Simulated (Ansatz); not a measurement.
A structure relaxed at r2SCAN-D4/def2-SVP in Ansatz, charge 0, singlet:

```xyz
15

Mg    1.7199   -1.8624    1.8978
Mg    1.8267    0.3626   -0.9510
Mg   -0.3528    2.0021    0.1422
Mg   -2.3457    0.4845   -1.5453
Mg   -1.0273   -0.6817    0.8790
H     2.7125   -2.7450    2.9617
H    -2.9276    0.1915   -3.1217
H     2.6581   -0.0807   -2.3764
H    -2.6113   -0.5705    0.0127
H    -0.6896    0.9934    1.6361
H    -0.1388   -2.0068    1.6836
H    -0.2561    0.1320   -0.7811
H     1.9431   -0.5338    0.6816
H    -1.8778    2.1835   -0.7885
H     1.3668    2.1311   -0.3308
```

Q: Give its formula.

A: the cluster Mg₅H₁₀.

Q: Summarise the bond lengths by kind (pairs closer than 1.2 times the sum of covalent radii, bridged metal pairs left out).

A: 16 × H–Mg 1.70 to 2.00 Å.

Another isomer (singlet) lies 0.20 eV lower at PBE0-D4/def2-TZVP; other spin states weren't run for this one.
